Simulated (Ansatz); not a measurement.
Start from `F[SiH](F)[CH2][GeH3]` and change one atom or group to get `F[SiH](F)[NH][GeH3]`.

Ansatz, PBE0-D4/def2-TZVP geometries, multiplicity 1. Each molecule was computed in one conformer, which needn't be the lowest.

Scalar relativity is left out up to krypton.

```
                                          property  `F[SiH](F)[CH2][GeH3]`
                 HOMO energy (PBE/def2-TZVPP) / eV                   -7.72
size of the dipole moment (ωB97M-V/def2-TZVPP) / D                    2.01
               LUMO energy (B3LYP/def2-TZVPP) / eV                    0.17
                 LUMO energy (PBE/def2-TZVPP) / eV                   -0.44
  size of the dipole moment (B3LYP/def2-TZVPP) / D                    2.02
             HOMO energy (ωB97M-V/def2-TZVPP) / eV                  -11.26
```

(1) What does the change do to each property? (Estimate.)

Answers

(1) Ansatz gave: 
| property | `F[SiH](F)[NH][GeH3]` | shift |
| --- | --- | --- |
| HOMO energy (PBE/def2-TZVPP) / eV | -6.64 | 1.08 |
| size of the dipole moment (ωB97M-V/def2-TZVPP) / D | 2.62 | 0.61 |
| LUMO energy (B3LYP/def2-TZVPP) / eV | -0.12 | -0.29 |
| LUMO energy (PBE/def2-TZVPP) / eV | -0.70 | -0.26 |
| size of the dipole moment (B3LYP/def2-TZVPP) / D | 2.62 | 0.60 |
| HOMO energy (ωB97M-V/def2-TZVPP) / eV | -10.37 | 0.89 |

With PBE0 the HOMO rises by 1.00 eV and the LUMO falls by 0.28 eV, so the gap narrows by about 1.28 eV. PBE moves the HOMO by 1.08 eV and ωB97M-V by 0.89 eV. Dipoles are sizes alone; their direction can turn.

B3LYP here is the variant with VWN-RPA as its local correlation; programs differ in this.
